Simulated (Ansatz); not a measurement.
```yaml
crystal:
  periodic: [false, false, false]
  atoms:
    - {symbol: C, position_ang: [-4.303768, 1.539543, 0.041682]}
    - {symbol: C, position_ang: [-3.692525, 0.594065, 1.067952]}
    - {symbol: C, position_ang: [-2.742288, -0.437950, 0.472633]}
    - {symbol: F, position_ang: [-2.378757, -1.298351, 1.515121]}
    - {symbol: C, position_ang: [-1.499525, 0.164866, -0.139528]}
    - {symbol: C, position_ang: [-0.428592, -0.826363, -0.497140]}
    - {symbol: F, position_ang: [-0.970519, -1.969582, -1.137307]}
    - {symbol: C, position_ang: [0.638878, -0.217064, -1.378901]}
    - {symbol: C, position_ang: [1.908080, -1.053795, -1.460453]}
    - {symbol: F, position_ang: [2.627662, -0.651885, -2.599538]}
    - {symbol: C, position_ang: [2.814366, -0.998068, -0.244311]}
    - {symbol: C, position_ang: [3.100224, 0.359122, 0.339279]}
    - {symbol: C, position_ang: [4.217585, 0.336042, 1.345996]}
    - {symbol: F, position_ang: [3.366244, 1.319180, -0.666229]}
    - {symbol: H, position_ang: [-3.540095, 2.192879, -0.410613]}
    - {symbol: H, position_ang: [-5.064442, 2.191207, 0.501966]}
    - {symbol: H, position_ang: [-4.793956, 0.983865, -0.778121]}
    - {symbol: H, position_ang: [-4.487054, 0.044359, 1.604065]}
    - {symbol: H, position_ang: [-3.120353, 1.162011, 1.827673]}
    - {symbol: H, position_ang: [-3.277411, -1.064567, -0.272448]}
    - {symbol: H, position_ang: [-0.991166, 0.861803, 0.617369]}
    - {symbol: H, position_ang: [-1.787962, 0.777244, -1.012360]}
    - {symbol: H, position_ang: [0.032296, -1.197252, 0.454959]}
    - {symbol: H, position_ang: [0.879527, 0.791977, -0.987041]}
    - {symbol: H, position_ang: [0.234030, -0.098302, -2.399544]}
    - {symbol: H, position_ang: [1.615125, -2.107779, -1.639729]}
    - {symbol: H, position_ang: [2.292810, -1.570124, 0.591601]}
    - {symbol: H, position_ang: [3.745408, -1.540314, -0.491748]}
    - {symbol: H, position_ang: [2.163608, 0.733159, 0.861216]}
    - {symbol: H, position_ang: [5.144607, -0.111561, 0.949991]}
    - {symbol: H, position_ang: [4.432891, 1.357447, 1.701826]}
    - {symbol: H, position_ang: [3.865060, -0.265840, 2.221691]}
basis:
  gaussian: {orbitals: def2-TZVP, initial_orbitals: start.molden}
total_charge: -1
magnetization: {spin_polarized: true, initial_magnetization: 1}
hamiltonian: {xc: pbe0, dispersion: d4}
scf: {omitted_lower_state_checks: [starts]}
output: {orbitals: {seedname: orbitals}}
```

The file start.molden holds the orbitals of an earlier run on this structure, at another level or in another basis.

```sh
$ ansatz run in.yaml --threads 4 --pin off --events-out ev --progress --plain --max-ram 6963MiB
```

Problem. Does this run fit into the memory that it is given?

Solution. No. It has 542 basis functions, and Ansatz plans for 9 GiB where 7 GiB are given.
